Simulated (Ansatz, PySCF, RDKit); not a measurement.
Two conformers of C4H8O (SMILES CCCC=O), B3LYP-D3(BJ)/def2-TZVP minima.
Conformer 1 (charge 0, multiplicity 1):
```xyz
13

C     -1.76178    -0.15515    -0.36044
C     -0.37678    -0.56608     0.12989
C      0.65560     0.53734    -0.05200
C      2.04378     0.19344     0.41282
O      2.36960    -0.85894     0.89799
H     -2.48419    -0.96056    -0.21969
H     -1.74784     0.09611    -1.42391
H     -2.13072     0.71990     0.18034
H     -0.03924    -1.45970    -0.39951
H     -0.41772    -0.84433     1.18520
H      0.73711     0.84003    -1.10472
H      0.35965     1.45386     0.47607
H      2.79252     1.00408     0.27796
```
Conformer 2 (charge 0, multiplicity 1):
```csv
atom,x (Å),y (Å),z (Å)
C,1.7788,0.1144,-0.2256
C,0.2930,0.2388,-0.5479
C,-0.5987,-0.2084,0.6185
C,-2.0549,-0.1674,0.2497
O,-2.8916,0.4966,0.8043
H,2.0442,0.7202,0.6434
H,2.3926,0.4465,-1.0643
H,2.0469,-0.9209,-0.0030
H,0.0544,1.2755,-0.8007
H,0.0573,-0.3581,-1.4343
H,-0.3506,-1.2450,0.8783
H,-0.4393,0.4128,1.5012
H,-2.3321,-0.8050,-0.6194
```

No zero-point or thermal terms.

Rows in 6-31G* carry no dispersion term and start afresh at each structure (6-31G* with six Cartesian d functions).

The values were computed with Ansatz (a quantum-chemistry and plane-wave program); PySCF for 6-31G* rows; RDKit for the force fields. Each number belongs to the level named beside it.

Q: One of these levels gives 34.3 meV for the electronic energy of conformer 2 less that of conformer 1. Name it.
A. PBE/def2-TZVPP
B. MMFF94
C. M06-2X/6-31G*

A: A, PBE/def2-TZVPP. The others give 18.8 (MMFF94), 59.3 (M06-2X/6-31G*)
